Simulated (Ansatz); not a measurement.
## Heat of formation of BH3O3 (boric acid) from total energies

BH3O3 has 7 atoms, charge 0, and is taken as a singlet. As SMILES, `OB(O)O`. The coordinates come from a PBE0-D4/def2-TZVP relaxation.

Total energies at CCSD/def2-SVPD, 4 core orbitals frozen (Ansatz 0.2.0); the atoms run unrestricted:

```tsv
species	state	energy (Eh)
BH3O3	singlet	-251.709821
O	triplet	-74.848064
B	doublet	-24.560573
H	doublet	-0.499278
```

Harmonic wavenumbers at PBE0-D4/def2-TZVP, in cm⁻¹: 428, 428, 442, 535, 535, 679, 886, 1019, 1019, 1019, 1480, 1480, 3903, 3903, 3904.

Measured heats of formation of the gaseous atoms at 298.15 K, in kJ/mol: O 249.2, B 570.3, H 218.0. Spin-orbit lowering of the atoms at 298 K (mean of the ground term's levels less their thermal mean, from spectra), in kJ/mol: O 0.40, B 0.00. Take 1 Eh = 2625.50 kJ/mol, 1 cm⁻¹ = 0.0119627 kJ/mol, RT = 2.479 kJ/mol.

Q: What heat of formation follows?

A: 
1. Electronic atomisation energy: 3 × (-74.848064) + (-24.560573) + 3 × (-0.499278) − (-251.709821) = 1.107222 Eh = 2907.0 kJ/mol.
2. Zero-point energy: half the sum of the wavenumbers, 10830 cm⁻¹ = 129.6 kJ/mol.
3. Thermal vibrational enthalpy, Σ hcν̃/(exp(hcν̃/kT) − 1): 4.0 kJ/mol. Translation, rotation and pV of a non-linear molecule: 4 RT = 9.9 kJ/mol.
4. The 7 free atoms carry 5/2 RT each: 43.4 kJ/mol.
5. Spin-orbit coupling lowers the free atoms by 3 × 0.40 + 0.00 = 1.2 kJ/mol.
6. Atomisation enthalpy at 298 K: 2907.0 − 1.2 − 129.6 − 4.0 − 9.9 + 43.4 = 2805.7 kJ/mol.
7. Sum of the atoms' heats of formation: 1971.9 kJ/mol. Heat of formation: 1971.9 − 2805.7 = -833.8 kJ/mol.

The tabulated value is -992.3 kJ/mol (NIST-JANAF tables; in doubt, as an older value, an estimate or one at odds with other calculations), so this level is off by +158.5 kJ/mol, or 5.3 % of the atomisation enthalpy that the table implies (2964.3 kJ/mol). Coupled cluster needs large bases for atomisation: in a finite one the molecule is underbound. CCSD also lacks the triples, which bind further. A double-zeta basis underbinds. Anharmonicity and any spin-orbit splitting of the molecule are left out, and cores are frozen in the wave-function part.
